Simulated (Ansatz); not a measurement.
CH₆FGeIn (`[CH3][In]([F])[GeH3]`) at its PBE0-D4/def2-TZVP geometry, where that method's forces vanish. Charge 0, multiplicity 1. In takes the def2 core potential.

```xyz
10

C    -0.3746    1.0341    1.9513
In   -0.4567   -0.2364    0.2326
F    -2.0211   -1.4276    0.4016
Ge    0.7929   -0.7184   -1.9860
H    -0.7877    0.4919    2.8019
H    -0.9873    1.9189    1.7680
H     0.6453    1.3503    2.1681
H     0.1681   -1.9033   -2.7349
H     0.7472    0.5227   -2.8959
H     2.2739   -1.0323   -1.7066
```

Question: What forces (eV/Å) does ωB97M-V/def2-TZVPP give on these atoms in Ansatz 0.2.0? (Estimate.)

Answer: The calculation gave: 
```
C1   0.005 -0.023 -0.039
In2  0.062  0.011 -0.059
F3  -0.010 -0.007  0.000
Ge4  0.012  0.016  0.005
H5   0.037  0.060 -0.058
H6   0.053 -0.064  0.035
H7  -0.091 -0.013  0.002
H8   0.046  0.098  0.070
H9   0.004 -0.102  0.070
H10 -0.118  0.023 -0.026
```
